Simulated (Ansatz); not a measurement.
TiBr₄, relaxed as a singlet with RKS PBE0-D4/def2-SVP in Ansatz, starting from the GFN2-xTB geometry. Force threshold 0.02 eV/Å.

Start:

Cartesian coordinates in Å:
```
Ti 0.0003 0.0005 -0.0003
Br 1.6310 -1.6817 -0.0322
Br -0.5449 0.5175 2.2188
Br -1.9173 -0.7496 -1.1184
Br 0.8309 1.9132 -1.0678
```

(1) Estimate the energy that the relaxation releases and the steps that it takes.

(2) Does the start keep its bonding and symmetry?

(3) Predict the relaxed structure.

Answers

(1) 0.04 eV, in 3 steps; 19 s on 2 threads of AMD EPYC 7R13 on a shared host. No frequencies were taken in this run, so the end may be a saddle point.

(2) By distances, no bond broke or formed. The bond that changes most is Ti1–Br4, from 2.34 to 2.31 Å (atoms count from 1). Point group Td at the start, Td at the end, both within 0.05 Å.

(3) 
Cartesian coordinates in Å:
```
Ti 0.0000 0.0000 0.0000
Br 1.6054 -1.6558 -0.0315
Br -0.5356 0.5100 2.1847
Br -1.8871 -0.7377 -1.1021
Br 0.8172 1.8835 -1.0511
```
Bond lengths: 4 × Br–Ti 2.31 Å.
